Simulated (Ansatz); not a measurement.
The cluster KPt3. The state is a doublet with charge 0. Geometry r2SCAN-D4/def2-SVP; atoms count from 1.

| atom | x (Å) | y (Å) | z (Å) |
| --- | --- | --- | --- |
| K1 | 1.4255 | -1.3592 | 0.2823 |
| Pt2 | -0.6199 | 0.9398 | -0.4036 |
| Pt3 | 0.4993 | 1.4795 | 1.6175 |
| Pt4 | -1.3050 | -1.0601 | -1.4963 |

In the def2 sets Pt takes a core potential; there is no spin–orbit coupling. The charge 0 doublet is spin-contaminated (final ⟨S²⟩ up to 1.42, 0.75 for a pure state). No other spin state of charge 0 was run. The geometry of the doublet was relaxed on an unsound state (⟨S²⟩ 1.36, where a pure state has 0.75). Another isomer (doublet) lies 0.75 eV lower at PBE0-D4/def2-TZVP; other spin states weren't run for this one.

Question: Estimate the Mulliken populations from the PBE0/def2-TZVP orbitals of Ansatz.

Answer: 
| atom | charge (e) | spin (α − β) | d electrons |
| --- | --- | --- | --- |
| K1 | 0.66 | 0.01 | – |
| Pt2 | -0.08 | 0.46 | 8.74 |
| Pt3 | -0.29 | 0.75 | 8.99 |
| Pt4 | -0.30 | -0.22 | 9.06 |
Mulliken values and Mayer orders depend strongly on the basis.

Question: Where does the spin sit?

Answer: Summed by element: K 0.01, Pt 0.99, of 1 unpaired in all. Largest on single atoms: Pt3 0.75, Pt2 0.46, Pt4 -0.22.

Question: And the Mayer bond orders between bonded heavy atoms (over 0.3)?

Answer: Pt2–Pt3 1.31 (2.37 Å); Pt2–Pt4 1.23 (2.38 Å). Values over 0.3 also appear between atoms too far apart for a bond (Pt3–Pt4 0.33 at 4.40 Å); they arise where an orbital or an unpaired electron spreads over both atoms.
